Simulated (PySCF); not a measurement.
A structure optimised at PBE0-D3(BJ)/def2-SVPD, used in a PySCF frequency run:

```xyz
10

O     -0.8656     0.1465     1.4571
Si     0.0146    -0.0394     0.0000
O     -0.8656     0.1465    -1.4571
O     -0.1938    -1.7818     0.0000
O      1.7040    -0.2418     0.0000
H     -0.8674     1.0847     1.6618
H     -0.8674     1.0847    -1.6618
H     -1.1224    -2.0144     0.0000
H      1.8546    -1.1907     0.0000
F      0.2851     1.7146     0.0000
```
Charge -1, spin multiplicity 1.

Q: Write its SMILES, formula and point group.

A: O[Si-](O)(O)(O)F, FH4O4Si, Cs

Q: What are its rotational constants (standard atomic weights)?

A: 3.3207, 2.6629, 2.5922 GHz
